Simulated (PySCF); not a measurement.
```xyz
8

C     -0.6219    -0.2909    -0.5059
C      0.1664     0.7944     0.1868
O     -0.0673     1.9661     0.0886
S      1.5463     0.2630     1.2249
H     -1.0523    -0.9717     0.2301
H      0.0307    -0.8716    -1.1596
H     -1.4152     0.1695    -1.0909
H      1.4132    -1.0587     1.0260
```

Charge 0, multiplicity 1.

Q: Give the Mulliken and meta-Löwdin atomic charges from TPSSh-D3(BJ)/def2-TZVP // B3LYP-D3(BJ)/def2-TZVP run with PySCF.

A: 
```
atom  Mulliken (e)  meta-Löwdin (e)
----  ------------  ---------------
C1           -0.36            -0.37
C2            0.20             0.30
O3           -0.25            -0.39
S4           -0.16            -0.04
H5            0.14             0.13
H6            0.14             0.13
H7            0.14             0.14
H8            0.14             0.09
```
